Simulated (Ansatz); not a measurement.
```yaml
crystal:
  periodic: [false, false, false]
  atoms:
    - {symbol: Al, position_ang: [-0.498441, -1.289752, -0.005246]}
    - {symbol: Al, position_ang: [1.176360, -0.573714, 1.710599]}
    - {symbol: Al, position_ang: [-1.088955, 0.854607, -1.738771]}
    - {symbol: Si, position_ang: [0.269004, 1.338673, 0.345601]}
basis:
  gaussian: {orbitals: def2-SVPD}
magnetization: {spin_polarized: true, initial_magnetization: 1}
hamiltonian: {xc: {name: B97M-V}}
scf: {lower_state_search: full}
output: {forces: true}
```

```sh
$ ansatz run in.yaml --threads 4 --pin off --events-out ev --progress --plain --max-ram 3916MiB
```

Output, abridged:

```
Functional definition: B97M-V
915 factors; their error is unknown
mean field evaluation 1: about -27647.6502 eV, gradient 1.6e1 eV
mean field evaluation 2: about -27623.8755 eV, gradient 4.2e1 eV
mean field evaluation 4: about -27649.7291 eV, gradient 7.9e0 eV
mean field evaluation 8: about -27650.5089 eV, gradient 1.6e-1 eV
mean field evaluation 16: about -27650.4346 eV, gradient 3.6e-3 eV
mean field evaluation 32: about -27647.5736 eV, gradient 1.6e1 eV
mean field evaluation 64: about -27649.9842 eV, gradient 2.6e0 eV
mean field evaluation 96: about -27647.3444 eV, gradient 2.1e0 eV
mean field evaluation 128: about -27647.7550 eV, gradient 8.0e0 eV
mean field evaluation 160: about -27647.5230 eV, gradient 2.4e0 eV
mean field evaluation 192: about -27650.4346 eV, gradient 1.5e-2 eV
mean field evaluation 224: about -27650.5095 eV, gradient 1.1e-1 eV
mean field evaluation 256: about -27650.5067 eV, gradient 4.4e-1 eV
mean field evaluation 288: about -27646.9508 eV, gradient 1.7e1 eV
mean field evaluation 320: about -27620.7671 eV, gradient 4.8e1 eV
mean field evaluation 352: about -27624.1609 eV, gradient 4.7e1 eV
mean field evaluation 384: about -27650.4346 eV, gradient 9.8e-6 eV
mean field -27650.43463683 eV, -1016.1347307658 hartree, gradient 2.0e-5 eV, S^2 0.764879; 18 other end points of the search recorded, 0 dependent functions left out
reference -27650.43469800 eV, -1016.1347330137 hartree; 27, 26 occupied and 69, 70 virtual orbitals, 915 factors
Total energy: -27650.43469800 eV, -1016.1347330137 hartree
Atom 0 at    -0.498441    -1.289752    -0.005246 Å, force    -0.020483     0.537891    -0.312707 eV/Å
Atom 1 at     1.176360    -0.573714     1.710599 Å, force    -0.387407     0.639581    -0.490447 eV/Å
Atom 2 at    -1.088955     0.854607    -1.738771 Å, force     0.595138    -0.249712     1.146639 eV/Å
Atom 3 at     0.269004     1.338673     0.345601 Å, force    -0.187247    -0.927759    -0.343485 eV/Å
Dipole moment:     0.051373    -0.098319    -0.077315 e Å
```

Hardware: 4 threads of Intel Xeon 6975P-C on a shared host. Wall time 26 s.
